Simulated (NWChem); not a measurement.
System: CH4FInO2; SMILES C[O][In]([OH])[F]

The following NWChem deck was run.

```
start job
memory heap 200 mb stack 900 mb global 1100 mb
geometry units angstroms
  In     0.024151     0.179415     0.094617
  F      0.815062     1.969613     0.351700
  O     -1.306803    -0.271304     1.444605
  H     -1.402358     0.450876     2.066369
  O      0.474958    -1.116774    -1.369679
  C     -0.202537    -2.344284    -1.378744
  H     -1.283978    -2.227823    -1.504306
  H      0.197412    -2.878865    -2.246532
  H     -0.004903    -2.939991    -0.480792
end
basis spherical
  * library def2-svp
end
ecp
  In library def2-ecp
end
dft
  xc pbe0
  iterations 150
end
driver
  maxiter 120
end
task dft optimize
```

No frequency run checked for a minimum. def2 effective core potentials on In; no spin-orbit coupling.

The level has its own optimisation. Brackets give each atom's bonded neighbours.

Q: What results follow from this input? (PBE0/def2-SVP with def2 effective core potentials on In.) Quantities: r F–In (Å); r In–O [In(FOO)–O(HIn)] (Å); r In–O [In(FOO)–O(CIn)] (Å); r H–O (Å); dipole (D).

A: 
- r F–In (Å): 1.953
- r In–O [In(FOO)–O(HIn)] (Å): 1.986
- r In–O [In(FOO)–O(CIn)] (Å): 1.978
- r H–O (Å): 0.966
- dipole (D): 1.93
